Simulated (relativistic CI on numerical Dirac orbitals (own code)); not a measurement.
The 26-electron sequence from Pd20+ to Tb39+

These numbers are calculated, not measured: Dirac-Coulomb-Breit CI, orbitals from a KLI potential per configuration, model QED, unscaled Slater integrals (own radial code, finite nucleus).

CI space (outside the closed core [Ne]): 3s2.3p6.3d8, 3s2.3p6.3d6.4s2, 3s2.3p5.3d9, 3s2.3p4.3d10, 3s.3p6.3d9, 3s2.3p6.3d7.4s, 3s2.3p6.3d7.4p. Levels of other configurations are missing.

Energies above each ion's lowest level, in eV. Levels are followed by their leading LS label, which can pass from one level to another where the coupling changes.

```tsv
Ion	3s2.3p6.3d8 3F_4	3s2.3p6.3d8 1D_2	3s2.3p6.3d8 3F_3	3s2.3p6.3d8 3P_2	3s2.3p6.3d8 3P_0	3s2.3p6.3d8 3P_1	3s2.3p6.3d8 1G_4
Pd20+	0	4.3517	5.1163	9.2002	11.136	12.172	13.857
Ag21+	0	4.5641	5.7927	10.056	11.756	13.11	14.788
Cd22+	0	4.7661	6.5347	10.985	12.384	14.114	15.78
In23+	0	4.9591	7.3466	11.988	13.016	15.189	16.839
Sn24+	0	5.1446	8.2328	13.069	13.652	16.339	17.97
Sb25+	0	5.3238	9.1977	14.231	14.29	17.569	19.176
Te26+	0	5.4979	10.246	15.477	14.929	18.883	20.463
I27+	0	5.6676	11.382	16.812	15.569	20.286	21.836
Xe28+	0	5.8339	12.611	18.239	16.208	21.782	23.299
Cs29+	?	?	?	?	?	?	?
Ba30+	0	6.1585	15.367	21.391	17.482	25.078	26.518
La31+	0	6.3179	16.904	23.126	18.116	26.887	28.284
Ce32+	0	6.476	18.555	24.973	18.749	28.81	30.162
Pr33+	0	6.6331	20.324	26.938	19.38	30.854	32.157
Nd34+	0	6.7896	22.217	29.027	20.009	33.023	34.275
Pm35+	0	6.9458	24.24	31.245	20.636	35.323	36.522
Sm36+	0	7.1019	26.398	33.597	21.262	37.76	38.903
Eu37+	0	7.2582	28.698	36.091	21.887	40.341	41.425
Gd38+	0	7.4148	31.146	38.731	22.511	43.07	44.093
Tb39+	0	7.5719	33.746	41.525	23.133	45.955	46.914
```

Fill in the row of Cs29+.

3s2.3p6.3d8 3F_4 0, 3s2.3p6.3d8 1D_2 5.9973, 3s2.3p6.3d8 3F_3 13.938, 3s2.3p6.3d8 3P_2 19.764, 3s2.3p6.3d8 3P_0 16.846, 3s2.3p6.3d8 3P_1 23.378, 3s2.3p6.3d8 1G_4 24.858 (eV).

The lowest level keeps the configuration 3s2.3p6.3d8 and J = 4 throughout.

Between Z = 62 and 65 the energy of 3s2.3p6.3d8 1D_2 follows a local power law Z^1.4. For orientation: electrostatic splittings inside a shell grow about linearly with the screened charge, excitations that change n as its square, and fine structure as its fourth power; written in Z itself the exponents are larger, since the screened charge grows faster in proportion.
